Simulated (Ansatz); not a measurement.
Cartesian coordinates in Å:
```
C -0.207 -1.522 1.247
B -0.708 -0.133 0.733
B 0.187 1.009 -0.053
C 0.469 1.081 -1.590
H 0.874 -1.671 1.261
H -0.625 -1.788 2.223
H -0.629 -2.260 0.547
H -1.878 0.112 0.914
H 0.700 1.870 0.624
H 1.518 0.765 -1.706
H -0.137 0.432 -2.223
H 0.438 2.104 -1.978
```

Charge 0, multiplicity 1.

List the ωB97M-V/def2-TZVPP orbital energies in eV (the Gaussian-basis code of Ansatz). (Estimate.)

Computed: Occupied: -280.74, -280.74, -187.20, -187.19, -22.38, -22.16, -16.71, -14.81, -14.08, -13.59, -13.52, -13.27, -11.56, -11.52, -9.80. Lowest empty: 0.94, 1.00, 2.40, 3.06, 3.67, 3.80, 4.12, 4.20.
